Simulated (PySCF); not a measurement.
**Dipole response of Sb⁻ (antimony, charge -1)**

[Kr] 4d10 5s2 5p4, high-spin 3P determinant. All numbers are calculated (PySCF 2.14, scalar relativity by spin-free X2C-1e, in aug-cc-pVTZ-DK3). Coupled (time-dependent) response in atomic units; α is the mean over directions.

```
method  mean α (bohr³)         α xx, yy, zz  C₆ (like pair)  S(−4)
   UHF           108.9  90.44, 145.8, 90.44            1758   4331
```

S(−4) is the Cauchy moment in α(ω) = α(0) + S(−4) ω² + …

Spin-orbit coupling is absent.

α(iu) at UHF:

```json
{"u (hartree)": "0", "α(iu) (bohr³)": "108.9"}
{"u (hartree)": "0.0500", "α(iu) (bohr³)": "99.75"}
{"u (hartree)": "0.100", "α(iu) (bohr³)": "82.50"}
{"u (hartree)": "0.200", "α(iu) (bohr³)": "53.27"}
{"u (hartree)": "0.300", "α(iu) (bohr³)": "35.43"}
{"u (hartree)": "0.500", "α(iu) (bohr³)": "18.36"}
{"u (hartree)": "0.750", "α(iu) (bohr³)": "10.08"}
{"u (hartree)": "1.00", "α(iu) (bohr³)": "6.449"}
{"u (hartree)": "1.50", "α(iu) (bohr³)": "3.399"}
{"u (hartree)": "2.00", "α(iu) (bohr³)": "2.147"}
{"u (hartree)": "3.00", "α(iu) (bohr³)": "1.102"}
{"u (hartree)": "5.00", "α(iu) (bohr³)": "0.4510"}
```

A single London oscillator, α(iu) = α/(1 + u²/ω²), gives C₆ = (3/4) ω α². Matching the computed C₆ needs ω = 4 × 1758 / (3 × 108.9²) = 0.198 hartree.

For an ion, C₆ is the dispersion term alone; charge-induced terms of lower order in 1/R come first.

The components differ because the open shell of this determinant is not spherical; for a pure term their mean is the scalar polarisability.
